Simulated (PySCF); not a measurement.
C3H, SMILES [CH+][C][C] (connectivity only; charge and spin as stated), charge +1, multiplicity 1. Atoms are numbered in the order given.

```xyz
4

H      0.0000     0.0000    -2.2248
C      0.0000     0.0000    -1.1417
C      0.0000     0.0000     0.0866
C      0.0000     0.0000     1.4259
```
Charge +1, spin multiplicity 1.

Coordinates come from a PBE0-D3(BJ)/def2-TZVP optimisation.

Calculation: PBE/def2-TZVPD run with PySCF.

The molecule is in vacuum.

```json
{
 "total_energy": "-114.22920 hartree",
 "point_group": "C∞v",
 "highest_occupied_level": "-15.16 eV",
 "lowest_empty_level": "-12.92 eV",
 "orbital_gap": "2.24 eV",
 "dipole_moment_about_the_centre_of_nuclear_charge": "3.09 D",
 "mean_static_polarisability": "26.9 bohr³ (3.98 Å³)",
 "polarisability_principal_values": "18.2, 18.2, 44.3 bohr³"
}
```
